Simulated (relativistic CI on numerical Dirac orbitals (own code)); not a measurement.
# Spin-allowed bands of a d2 ion in an octahedral site, by hand

Problem. Take Δ = 26400 cm⁻¹ and B = 880 cm⁻¹ for a d2 ion in an octahedral site. Calculate the three spin-allowed bands.

Working.
1. The terms of highest spin are 3F (energy 0) and 3P (15B = 13200 cm⁻¹). Here the F term splits into A2 at +1.2Δ = 31680, T2 at +0.2Δ = 5280 and T1 at −0.6Δ = -15840 cm⁻¹.
2. The two T1 states mix through the element 0.4Δ: H = [[-15840, 10560], [10560, 13200]], with roots ½(H₁₁ + H₂₂) ∓ ½√[(H₂₂ − H₁₁)² + 4H₁₂²] = ½(-2640) ∓ ½(35908) = -19274 and 16634 cm⁻¹.
3. The ground term is 3T1 at -19274 cm⁻¹.
4. Bands: 3T2 24554 cm⁻¹ (407 nm), 3T1(P) 35908 cm⁻¹ (278 nm), 3A2 50954 cm⁻¹ (196 nm).

Check. Exact diagonalisation of the whole d2 shell with these parameters gives 3T2 24554, 3T1 35908, 3A2 50954 cm⁻¹. The match is exact, since without spin-orbit coupling no other term has this spin. The ratio of the second band to the first, 1.462, depends on Δ/B = 30.0 alone, which is how a Tanabe-Sugano diagram is read.
